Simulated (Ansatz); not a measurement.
Consider the formal exchange of groups at the Si–O bond: `O[Si]1(F)C=N1` + `CC` → `CC[Si]1(F)C=N1` + H₂O.

Calculated with Ansatz (gas phase, PBE0-D4/def2-TZVP geometries, no zero-point term in ΔE). CBS: MP2 limit from def2 TZ/QZ plus the TZ coupled-cluster correction, frozen cores. This one scheme is used for every species. DFT in def2-TZVPP. B3LYP here is the variant with VWN-RPA as its local correlation; programs differ in this. HSE06 is defined as in plane-wave codes. One conformer a species, not always the lowest.

`O[Si]1(F)C=N1`:

```xyz
7

O     0.707    1.615    0.217
Si    0.039    0.174    0.518
F    -0.270    0.192    2.062
C    -0.686   -0.956   -0.594
N     0.528   -1.299   -0.255
H     1.026    1.775   -0.673
H    -1.344   -1.500   -1.275
```

`CC`:

Z-matrix (Å, degrees):
```
C
C 1 1.519
H 1 1.093 2 111.4
H 1 1.093 2 111.4 3 120.0
H 1 1.093 2 111.4 3 -120.0
H 2 1.093 1 111.4 3 180.0
H 2 1.093 1 111.4 3 -60.0
H 2 1.093 1 111.4 3 60.0
```

`CC[Si]1(F)C=N1`:

Cartesian coordinates in Å:
```
C -0.380 -0.073 1.539
C -0.709 0.779 0.316
Si 0.208 0.257 -1.202
F -0.176 1.219 -2.411
C 1.040 -1.263 -1.497
N 1.862 -0.333 -1.136
H 0.686 -0.043 1.770
H -0.924 0.281 2.417
H -0.650 -1.119 1.380
H -0.464 1.832 0.494
H -1.780 0.757 0.094
H 1.287 -2.292 -1.766
```

H₂O:

Cartesian coordinates in Å:
```
O 0.020 -0.042 0.386
H -0.378 -0.643 -0.247
H 0.359 0.685 -0.139
```

```csv
level,ΔE (kcal/mol),difference from CCSD(T)/CBS
LDA (SPW92),19.9,-1.9
PBE-D4,19.3,-2.5
revPBE-D4,18.9,-2.9
BLYP-D4,21.3,-0.5
r2SCAN-D4,22.6,0.8
B97M-V,24.0,2.2
PBE0-D4,20.5,-1.3
B3LYP-D4,22.4,0.6
r2SCANh-D4,22.8,1.0
r2SCAN0-D4,23.1,1.3
HSE06-D4,20.5,-1.3
BHLYP-D4,24.2,2.4
CAM-B3LYP-D4,23.6,1.8
ωB97X-V,22.4,0.6
ωB97M-V,22.1,0.3
B2PLYP,23.9,2.1
PBE-QIDH,22.5,0.7
PBE,20.4,-1.4
revPBE,20.8,-1.0
BLYP,23.5,1.7
r2SCAN,23.0,1.2
PBE0,21.6,-0.2
r2SCAN0,23.5,1.7
HSE06,21.6,-0.2
BHLYP,25.9,4.1
CAM-B3LYP,24.8,3.0
LC-ωPBE,22.4,0.6
MP2/def2-SVP,22.0,0.2
CCSD/def2-SVP,22.4,0.6
HF/def2-TZVPP,28.8,7.0
MP2/def2-TZVPP,22.2,0.4
SCS-MP2/def2-TZVPP,23.5,1.7
CCSD/def2-TZVPP,23.4,1.6
CCSD(T)/def2-TZVPP,22.5,0.7
HF/def2-QZVPP,28.9,7.1
MP2/def2-QZVPP,21.8,0.0
SCS-MP2/def2-QZVPP,23.2,1.4
HF/CBS(def2),28.9,7.1
MP2/CBS(def2),21.5,-0.3
CCSD/CBS(def2),22.7,0.9
CCSD(T)/CBS,21.8,0
```

Largest T1 diagnostic among the species: 0.013.

The D4 term adds −1.8 kcal/mol with B3LYP and −1.1 kcal/mol with PBE0; it sums over pairs of atoms, weighted by their polarisabilities, and B3LYP, whose exchange is more repulsive, gets the larger term. From BLYP to BHLYP (50 % exact exchange), in def2-TZVPP and without D4, ΔE moves by +2.4 kcal/mol.
